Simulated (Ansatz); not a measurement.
`CC(O)(F)F` and `OC(F)(F)N[SiH3]` differ in one atom or group.

Ansatz, PBE0-D4/def2-TZVP geometries, multiplicity 1. Each molecule was computed in one conformer, which needn't be the lowest.

| property | `CC(O)(F)F` |
| --- | --- |
| HOMO energy (B3LYP/def2-TZVPP) / eV | -9.49 |
| size of the dipole moment (B3LYP/def2-TZVPP) / D | 0.84 |
| LUMO energy (ωB97M-V/def2-TZVPP) / eV | 2.54 |
| HOMO energy (ωB97M-V/def2-TZVPP) / eV | -12.29 |
| HOMO energy (PBE/def2-TZVPP) / eV | -7.85 |
| LUMO energy (B3LYP/def2-TZVPP) / eV | 0.72 |

Question: What does the change do to each property? (Estimate.)

Answer: Computed: 
| property | `OC(F)(F)N[SiH3]` | shift |
| --- | --- | --- |
| HOMO energy (B3LYP/def2-TZVPP) / eV | -7.84 | 1.65 |
| size of the dipole moment (B3LYP/def2-TZVPP) / D | 1.32 | 0.48 |
| LUMO energy (ωB97M-V/def2-TZVPP) / eV | 1.92 | -0.62 |
| HOMO energy (ωB97M-V/def2-TZVPP) / eV | -10.41 | 1.88 |
| HOMO energy (PBE/def2-TZVPP) / eV | -6.60 | 1.25 |
| LUMO energy (B3LYP/def2-TZVPP) / eV | 0.08 | -0.64 |

With PBE0 the HOMO rises by 1.71 eV and the LUMO falls by 0.79 eV, so the gap narrows by about 2.50 eV. PBE moves the HOMO by 1.25 eV and ωB97M-V by 1.88 eV. Dipoles are sizes alone; their direction can turn.

B3LYP here is the variant with VWN-RPA as its local correlation; programs differ in this.
